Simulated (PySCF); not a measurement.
C₄H₆NO, SMILES C1(=O)[N]CCC1, multiplicity 2. Atoms are numbered in the order given.

```xyz
12

O      1.9225    -0.6738    -0.4673
C      0.7971    -0.2898    -0.2266
C      0.3906     1.1215     0.1825
C     -1.0231     0.9332     0.7141
C     -1.4706    -0.3482    -0.0120
N     -0.3145    -1.1254    -0.3233
H      0.4134     1.7518    -0.7236
H      1.1137     1.5491     0.8898
H     -1.0044     0.7541     1.8006
H     -1.6925     1.7851     0.5327
H     -1.9648    -0.1117    -0.9803
H     -2.2074    -0.9604     0.5349
```
Charge 0, spin multiplicity 2.

Coordinates come from a PBE0-D3(BJ)/def2-SVP optimisation. The isomer is the one that the SMILES or the coordinates give; other isomers of the formula were not compared. The values are those of a single conformer.

Two levels are set side by side: PBE/pcH-1 (PySCF) and PBE0/pcH-1 (PySCF). Contact hyperfine couplings, same geometry. Differences are taken from unrounded values.

```
quantity                       PBE0    PBE  PBE minus PBE0
----------------------------  -----  -----  --------------
A(iso) of 17O, atom O1 (MHz)  -17.2   -8.7             8.4
A(iso) of 13C, atom C2 (MHz)  -41.8  -28.3            13.6
A(iso) of 13C, atom C3 (MHz)   -1.7   -3.7            -1.9
A(iso) of 13C, atom C4 (MHz)    5.9    5.6            -0.3
A(iso) of 13C, atom C5 (MHz)  -32.3  -26.7             5.6
A(iso) of 14N, atom N6 (MHz)   24.6   17.4            -7.2
A(iso) of 1H, atom H7 (MHz)    -7.6    0.5             8.0
A(iso) of 1H, atom H8 (MHz)    -1.9    2.7             4.5
A(iso) of 1H, atom H9 (MHz)     0.8    4.6             3.9
A(iso) of 1H, atom H10 (MHz)   -1.9   -1.6             0.3
A(iso) of 1H, atom H11 (MHz)  181.4  194.5            13.1
A(iso) of 1H, atom H12 (MHz)   80.3   90.1             9.8
```

Rough cost on one machine, each run with all the roots and properties that it gave: PBE0 against PBE within a factor of 2.
